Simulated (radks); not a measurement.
Results of a calculation; reference values are marked as such.
All-electron atom: Ge III in [Ar] 3d9 4s2 4p1 (not the ground configuration). Code: a radial shooting solver on a logarithmic mesh with Libxc functionals. Model: scalar-relativistic Kohn-Sham, r2SCAN, spin-polarised, spherical densities, finite nucleus; open shells are filled with parallel spins first; meta-GGA in the generalised Kohn-Sham scheme; Fermi nuclear charge, rms radius 4.0742 fm.

Radial electron density D(r) = 4 pi r^2 rho(r):

```
   r/bohr * D(r) (the largest magnitude, 45.9, reaches the edge; | marks zero)
 0.003479 |   *
 0.003986 |    *
 0.004566 |     *
  0.00519 |      *
 0.005946 |        *
 0.006812 |          *
 0.007743 |             *
 0.008871 |               *
  0.01016 |                   *
  0.01155 |                      *
  0.01323 |                          *
  0.01516 |                              *
  0.01737 |                                  *
  0.01974 |                                      *
  0.02262 |                                          *
  0.02591 |                                            *
  0.02945 |                                              *
  0.03374 |                                              *
  0.03866 |                                             *
  0.04394 |                                           *
  0.05034 |                                         *
  0.05767 |                                       *
  0.06607 |                                     *
  0.07509 |                                     *
  0.08603 |                                        *
  0.09857 |                                            *
    0.112 |                                                *
   0.1283 |                                                    *
    0.147 |                                                      *
   0.1671 |                                                     *
   0.1915 |                                               *
   0.2194 |                                        *
   0.2513 |                                 *
   0.2856 |                            *
   0.3273 |                          *
   0.3749 |                            *
   0.4261 |                               *
   0.4882 |                                 *
   0.5593 |                                *
   0.6357 |                             *
   0.7283 |                       *
   0.8344 |                 *
    0.956 |           *
    1.087 |       *
    1.245 |    *
    1.426 |   *
    1.621 |  *
    1.857 |  *
    2.128 | *
    2.418 |*
     2.77 |*
    3.174 *
    3.636 *
    4.133 *
    4.735 *
    5.425 *
    6.166 *
    7.064 *
```

D(r) has 3 maxima, at r = 0.0329, 0.148, 0.512 bohr, and minima at 0.0693, 0.325 bohr, inside which lie 2.08, 10.91 electrons.
